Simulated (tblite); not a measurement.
C7H14O2Si.
SMILES with atom numbers: `[CH3:1][C:2](=[O:3])[O:4][SiH2:5][C:6]([CH3:7])=[C:8]([CH3:9])[CH3:10]` (hydrogens: H11, H12, H13 on C1; H14, H15 on Si5; H16, H17, H18 on C7; H19, H20, H21 on C9; H22, H23, H24 on C10)

Computed with GFN2-xTB (tblite), gas phase: L-BFGS steps from a force-field or distance-geometry start until the largest atomic force falls under 0.01 eV/Å.

Step 79: E = -871.6979 eV
```
atom  x, y, z in Å  |  force x, y, z in eV/Å
C1      3.9058   -0.1241   -0.8595   -0.015  -0.008   0.016
C2      2.6406    0.1827   -0.1028   -0.009  -0.013  -0.019
O3      2.1406    1.2753   -0.0340    0.013   0.024   0.001
O4      2.1026   -0.8757    0.4762    0.023   0.013  -0.011
Si5     0.6376   -0.7031    1.2759    0.012   0.009  -0.057
C6     -0.6903   -0.2939    0.0054    0.013   0.005  -0.024
C7     -0.3508   -0.5461   -1.4456   -0.005   0.004  -0.006
C8     -1.8674    0.2400    0.3523    0.004  -0.020  -0.016
C9     -2.9139    0.6359   -0.6474   -0.016   0.018  -0.016
C10    -2.2404    0.4969    1.7809   -0.006   0.011  -0.012
H11     4.5480    0.7529   -0.8672    0.007  -0.042  -0.009
H12     4.4097   -0.9781   -0.4155    0.014   0.029  -0.012
H13     3.6393   -0.3688   -1.8875    0.014   0.000   0.018
H14     0.5503   -2.0681    1.7853    0.016  -0.042   0.042
H15     0.8354    0.2928    2.3225    0.000   0.003  -0.005
H16    -1.1554   -1.0792   -1.9510   -0.007   0.022   0.021
H17     0.5558   -1.1396   -1.5410   -0.022   0.000   0.033
H18    -0.1837    0.3990   -1.9644   -0.007  -0.005  -0.001
H19    -3.5071    1.4627   -0.2653   -0.008   0.035   0.024
H20    -2.4720    0.9329   -1.5930    0.013   0.023  -0.034
H21    -3.5931   -0.1955   -0.8390    0.013  -0.047   0.007
H22    -1.9772    1.5199    2.0501   -0.009  -0.004   0.018
H23    -1.7131   -0.1798    2.4454   -0.041   0.015   0.054
H24    -3.3127    0.3808    1.9265    0.003  -0.032  -0.013
```

Step 80: E = -871.6989 eV
```
atom  x, y, z in Å  |  force x, y, z in eV/Å
C1      3.9005   -0.1275   -0.8664   -0.015  -0.010   0.022
C2      2.6389    0.1793   -0.1037   -0.007  -0.007  -0.005
O3      2.1352    1.2701   -0.0363    0.021   0.064  -0.013
O4      2.1053   -0.8763    0.4827    0.015  -0.028  -0.001
Si5     0.6393   -0.7020    1.2809    0.017  -0.006  -0.038
C6     -0.6877   -0.2945    0.0089    0.005   0.010  -0.025
C7     -0.3439   -0.5416   -1.4421   -0.006   0.000  -0.004
C8     -1.8661    0.2384    0.3532   -0.002  -0.009  -0.007
C9     -2.9098    0.6378   -0.6485   -0.013   0.027  -0.018
C10    -2.2460    0.4939    1.7802   -0.016   0.008  -0.007
H11     4.5420    0.7492   -0.8829    0.001  -0.019  -0.015
H12     4.4116   -0.9771   -0.4239    0.010   0.006   0.012
H13     3.6260   -0.3796   -1.8896    0.014   0.005  -0.011
H14     0.5559   -2.0669    1.7941    0.012  -0.024   0.033
H15     0.8327    0.2961    2.3269    0.004  -0.003  -0.015
H16    -1.1478   -1.0706   -1.9530   -0.006   0.033   0.021
H17     0.5611   -1.1375   -1.5373   -0.019  -0.002   0.036
H18    -0.1707    0.4061   -1.9544   -0.013  -0.010  -0.007
H19    -3.5040    1.4638   -0.2656   -0.007   0.031   0.031
H20    -2.4646    0.9401   -1.5910    0.011   0.011  -0.036
H21    -3.5893   -0.1922   -0.8448    0.021  -0.046   0.001
H22    -2.0048    1.5235    2.0462   -0.004  -0.014   0.012
H23    -1.7090   -0.1700    2.4493   -0.030   0.014   0.053
H24    -3.3164    0.3576    1.9243    0.006  -0.030  -0.020
```

Step 81: E = -871.6997 eV
```
atom  x, y, z in Å  |  force x, y, z in eV/Å
C1      3.8986   -0.1304   -0.8713   -0.012  -0.015   0.024
C2      2.6392    0.1785   -0.1058   -0.008   0.001   0.014
O3      2.1338    1.2687   -0.0414    0.031   0.069  -0.023
O4      2.1084   -0.8743    0.4879    0.014  -0.038  -0.004
Si5     0.6409   -0.7025    1.2838    0.016  -0.022  -0.016
C6     -0.6860   -0.2945    0.0117   -0.006   0.015  -0.009
C7     -0.3401   -0.5381   -1.4391   -0.002  -0.002   0.000
C8     -1.8654    0.2377    0.3542   -0.003   0.009   0.002
C9     -2.9075    0.6389   -0.6494   -0.007   0.024  -0.011
C10    -2.2516    0.4935    1.7798    0.000  -0.013  -0.010
H11     4.5415    0.7444   -0.8938   -0.003   0.013  -0.021
H12     4.4151   -0.9767   -0.4299   -0.002  -0.018   0.031
H13     3.6196   -0.3871   -1.8917    0.012   0.006  -0.030
H14     0.5641   -2.0694    1.7966    0.005  -0.002   0.022
H15     0.8270    0.2948    2.3328    0.010  -0.009  -0.026
H16    -1.1438   -1.0640   -1.9528   -0.016   0.033   0.013
H17     0.5634   -1.1358   -1.5343   -0.008  -0.008   0.035
H18    -0.1633    0.4110   -1.9470   -0.015  -0.008  -0.015
H19    -3.5029    1.4642   -0.2658   -0.003   0.018   0.029
H20    -2.4607    0.9447   -1.5903    0.005  -0.002  -0.028
H21    -3.5856   -0.1924   -0.8471    0.026  -0.030  -0.007
H22    -2.0247    1.5260    2.0447    0.006   0.007   0.005
H23    -1.7118   -0.1617    2.4547   -0.009   0.002   0.047
H24    -3.3197    0.3445    1.9209   -0.033  -0.031  -0.022
```

**Question.** Estimate the geometry and energy of step 82. (The exact step hangs on the optimiser's Hessian estimate; all steps are aligned on step 81, rigid shifts and turns removed.)

**Answer.** E = -871.7002 eV, largest force 0.099 eV/Å
```
atom  x, y, z in Å  |  force x, y, z in eV/Å
C1      3.8893   -0.1369   -0.8816    0.004  -0.008   0.008
C2      2.6349    0.1752   -0.1090    0.008   0.017   0.024
O3      2.1295    1.2658   -0.0474    0.035   0.054  -0.028
O4      2.1099   -0.8740    0.4959    0.011  -0.033  -0.006
Si5     0.6425   -0.7024    1.2918    0.013  -0.043   0.013
C6     -0.6825   -0.2948    0.0172   -0.014   0.022   0.001
C7     -0.3288   -0.5313   -1.4327   -0.011   0.003  -0.001
C8     -1.8636    0.2366    0.3554   -0.011   0.036   0.016
C9     -2.9016    0.6425   -0.6518    0.005   0.011  -0.004
C10    -2.2600    0.4902    1.7791   -0.021   0.003   0.046
H11     4.5306    0.7388   -0.9169   -0.013   0.020  -0.019
H12     4.4148   -0.9768   -0.4391   -0.016  -0.027   0.040
H13     3.6041   -0.4025   -1.8982    0.008   0.006  -0.024
H14     0.5729   -2.0707    1.8070   -0.002   0.029   0.010
H15     0.8213    0.2970    2.3416    0.019  -0.023  -0.044
H16    -1.1313   -1.0502   -1.9550   -0.018   0.032   0.011
H17     0.5725   -1.1321   -1.5258   -0.001  -0.015   0.031
H18    -0.1444    0.4207   -1.9325   -0.015  -0.010  -0.017
H19    -3.4987    1.4660   -0.2654    0.005  -0.005   0.013
H20    -2.4503    0.9536   -1.5898   -0.013  -0.015  -0.002
H21    -3.5774   -0.1907   -0.8542    0.036   0.004  -0.014
H22    -2.0632    1.5331    2.0406   -0.014  -0.095  -0.025
H23    -1.7052   -0.1480    2.4616   -0.043   0.047  -0.001
H24    -3.3267    0.3111    1.9166    0.050  -0.009  -0.027
```

The energy changes by -0.0005 eV. The first-order estimate −F·Δx gives -0.0012 eV and the mean of the old and new forces, exact on a quadratic surface, -0.0004 eV. The step makes an angle of 85° with the force vector and moves no atom by more than 0.039 Å.

What follows is the cost of the whole relaxation. The run took 1.9 s of wall time on one thread, Arm Neoverse V2 (aarch64), shared host with 192 logical CPUs at a one-minute load of 105.
